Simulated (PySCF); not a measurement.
# K: ionisation energy

K [Ar] 4s1 (2S) → K⁺ [Ar] (1S), as a difference of total energies. All numbers are calculated (PySCF 2.14, scalar relativity by spin-free X2C-1e, in aug-cc-pwCVTZ-X2C (9s8p6d3f, 84 functions)). Correlated levels: valence and next inner shell: [Ne] frozen. The calculations carry no spin-orbit coupling.

| method | ionisation energy (eV) | error (eV) |
| --- | --- | --- |
| UHF | 4.023 | -0.318 |
| MP2 (valence and next inner shell) | 4.301 | -0.040 |
| SCS-MP2 (valence and next inner shell) | 4.244 | -0.097 |
| CCSD (valence and next inner shell) | 4.299 | -0.042 |
| CCSD(T) (valence and next inner shell) | 4.322 | -0.019 |

Reference: 4.341 eV (measured; NIST Atomic Spectra Database, ionization energies).

Errors of the correlated levels include the incompleteness of this basis and the frozen core.
